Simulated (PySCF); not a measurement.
W(NH)(S)(F)(OMe) (CH4FNOSW), SMILES C[O][W](=[NH])([F])=[S], multiplicity 1.

Geometry optimised at PBE0-D3(BJ)/def2-SVP. The multiplicity is an assumed one; other spin states were not compared. The def2 effective core potentials stand for the cores of W; spin–orbit coupling is left out. One conformer was computed; it need not be the lowest.

These are PySCF with TDDFT-PBE/def2-SVPD values and carry that method's errors.

Vertical excitations. 

Computed lowest excited states:
```json
[
 {"state": "S1", "energy (eV)": "3.70", "λ (nm)": "335", "f": "0.006", "main pairs": "HOMO→LUMO 68 %, HOMO→LUMO+1 20 %"},
 {"state": "S2", "energy (eV)": "3.83", "λ (nm)": "324", "f": "0.007", "main pairs": "HOMO→LUMO+1 66 %, HOMO→LUMO 20 %"},
 {"state": "S3", "energy (eV)": "4.04", "λ (nm)": "307", "f": "0.006", "main pairs": "HOMO−1→LUMO 86 %"},
 {"state": "S4", "energy (eV)": "4.53", "λ (nm)": "274", "f": "0.009", "main pairs": "HOMO−1→LUMO+1 57 %, HOMO→LUMO+2 27 %, HOMO−2→LUMO 11 %"},
 {"state": "S5", "energy (eV)": "4.77", "λ (nm)": "260", "f": "0.001", "main pairs": "HOMO→LUMO+3 87 %"},
 {"state": "S6", "energy (eV)": "4.89", "λ (nm)": "253", "f": "0.004", "main pairs": "HOMO−2→LUMO 61 %, HOMO→LUMO+2 21 %"},
 {"state": "S7", "energy (eV)": "5.03", "λ (nm)": "246", "f": "0.025", "main pairs": "HOMO−1→LUMO+3 25 %, HOMO→LUMO+2 21 %, HOMO−1→LUMO+2 12 %, HOMO−3→LUMO 11 %"},
 {"state": "S8", "energy (eV)": "5.11", "λ (nm)": "242", "f": "0.000", "main pairs": "HOMO−3→LUMO 35 %, HOMO−2→LUMO+1 29 %, HOMO−1→LUMO+2 26 %, HOMO−1→LUMO+3 9 %"},
 {"state": "S9", "energy (eV)": "5.15", "λ (nm)": "241", "f": "0.006", "main pairs": "HOMO−3→LUMO 29 %, HOMO−2→LUMO+1 23 %, HOMO−1→LUMO+3 19 %, HOMO−1→LUMO+2 14 %"},
 {"state": "S10", "energy (eV)": "5.27", "λ (nm)": "235", "f": "0.004", "main pairs": "HOMO−1→LUMO+2 38 %, HOMO−2→LUMO+1 25 %, HOMO−1→LUMO+3 21 %"},
 {"state": "T1", "energy (eV)": "3.18", "λ (nm)": "390", "f": "0", "main pairs": "HOMO→LUMO 95 %"},
 {"state": "T2", "energy (eV)": "3.49", "λ (nm)": "355", "f": "0", "main pairs": "HOMO→LUMO+1 84 %, HOMO−1→LUMO 13 %"},
 {"state": "T3", "energy (eV)": "3.67", "λ (nm)": "338", "f": "0", "main pairs": "HOMO−1→LUMO+1 59 %, HOMO−1→LUMO 33 %"},
 {"state": "T4", "energy (eV)": "3.79", "λ (nm)": "327", "f": "0", "main pairs": "HOMO−1→LUMO 52 %, HOMO−1→LUMO+1 35 %, HOMO→LUMO+1 12 %"}
]
```
Triplets are in the Tamm–Dancoff approximation, which puts them higher than full response would, so one can lie above its singlet here.
